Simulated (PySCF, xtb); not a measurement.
SnH₃, SMILES [SnH3+], charge +1.

Harmonic wavenumbers (cm⁻¹) from GFN2-xTB (xtb 6.7.1) at its own minimum, in rising order: 519, 535, 535, 1221, 1527, 1528.

What does PBE0-D3(BJ)/def2-TZVPD run with PySCF give at its own minimum? (The exact figures need the calculation; the answer reports its results.)

676, 676, 678, 2001, 2052, 2052. Paired by order, the mean absolute difference is 378 cm⁻¹ and the zero-point energies are 8.4 and 11.6 kcal/mol.
